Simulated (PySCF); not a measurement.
## Checking a proposed structure

A compound C$_{5}$H$_{11}$NOSi$_{2}$ gives the data below (simulated from a calculation) and was assigned the structure `C[SiH2][Si@@H](N)c1ccco1`.

13C{1H} NMR (computed): δ 152.9 (CH), 150.4 (C), 143.3 (C), 118.3 (CH), 12.7 (CH3).

1H NMR (400 MHz, computed): δ 7.68 (m, 1H), 6.48 (m, 1H), 5.32 (s, 2H), 4.33 (s, 3H), 2.29 (s, 3H), -0.67 (br s, 1H).

[PySCF 2.14.0 with density-fitted response routines: geometry: PBE0-D3(BJ)/def2-SVP; GIAO PBE0/pcSseg-1 shieldings; gas phase; a single conformation; relativity neglected; fast rotation and ring inversion assumed for equivalent nuclei]

Chemical shifts δ = σref − σ; TMS for 1H and 13C, all at this level.

**Question.** Compare with the shifts computed for the proposed structure, pairing carbons in order of shift.

**Answer.** Atom-mapped SMILES (the numbers label the heavy atoms): `[CH3:1][SiH2:2][Si@@H:3]([NH2:4])[c:5]1[cH:6][cH:7][cH:8][o:9]1`. Hydrogens are named by the atom that carries them.

| atom | computed for proposal | given list | difference |
| --- | --- | --- | --- |
| C5 | 159.2 | 152.9 | +6.3 |
| C8 | 153.1 | 150.4 | +2.7 |
| C6 | 130.5 | 143.3 | -12.8 |
| C7 | 115.2 | 118.3 | -3.1 |
| C1 | -11.7 | 12.7 | -24.4 |

The rms difference is 12.8 ppm and the largest -24.4 ppm at C1 (methyl carbon bonded to Si). The carbon types in order of shift don't match either: C, CH, CH, CH, CH3 for the proposal against CH, C, C, CH, CH3 in the data. The proposal doesn't fit.

**Question.** Which isomer fits?

**Answer.** `Cc1ccoc1[SiH2]N[SiH3]`.

- Carbon types of the structure: 2 × C, 2 × CH, 1 × CH3, leaving 6 H on heteroatoms.
- δC 152.9: aromatic CH next to the ring oxygen.
- δC 150.4: substituted aromatic carbon next to the ring oxygen.
- δC 143.3: substituted aromatic carbon.
- δC 118.3: aromatic CH.

The shifts were computed for this structure.

Exchangeable OH/NH protons stand at their gas-phase positions; hydrogen bonding in a real sample shifts them, mostly to higher δ. Shifts are as computed. Against solution values, carbons near 30 ppm lie about +2 ppm off and those near 130 ppm about +5 ppm. Of 1211 compounds with measured shifts, 218 miss one by over three times the rms of a fit or turn the order of signals round; such compounds aren't used in these exercises. No couplings were computed; multiplicities are counted from neighbouring protons, with m where these are inequivalent, close in shift, in a saturated or five-membered ring or joined by F or P, and br s for small geminal =CH2 splittings.
